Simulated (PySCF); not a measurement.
# Two-component Hartree-Fock for Nb²⁹⁺ (niobium, charge +29)

Start: [Ne] 3s2. Calculated with PySCF 2.14 in an uncontracted even-tempered set (18 s from 1.5 bohr⁻², ratio 2.6; 13 p from 2 bohr⁻², ratio 2.6; 6 d from 2.1 bohr⁻², ratio 2.8; 4 f from 30 bohr⁻², ratio 2.8): generalised Hartree-Fock with the X2C-1e Hamiltonian and a Gaussian nucleus; spin-orbit coupling (SO) screened by Boettger's factors.

| spinor shell | electrons | ε, screened SO (eV) | weight of nominal j (screened SO) | rms radius, screened SO (bohr) |
| --- | --- | --- | --- | --- |
| 1s1/2 | 2 | -20606.6 | 1.000 | 0.0414 |
| 2s1/2 | 2 | -4177.9 | 1.000 | 0.167 |
| 2p1/2 | 2 | -3957.0 | 1.000 | 0.146 |
| 3s1/2 | 2 | -1620.3 | 1.000 | 0.406 |

Question: Where does 2p3/2 lie, and what is the 2p spin-orbit splitting (screened SO)?

Answer: At -3856.7 eV, 100.35 eV above 2p1/2.

| quantity | screened SO |
| --- | --- |
| E (hartree) | -3198.58789 |
| M_J | 0 |
| ⟨J²⟩ | 0.000 |
| ⟨L²⟩ | 0.003 |
| ⟨S²⟩ | 0.003 |

Breit and QED terms are absent; they matter most for the inner s and p1/2 levels.

Densities and radii are taken from the X2C orbitals without a picture-change correction, which distorts them close to the nucleus.
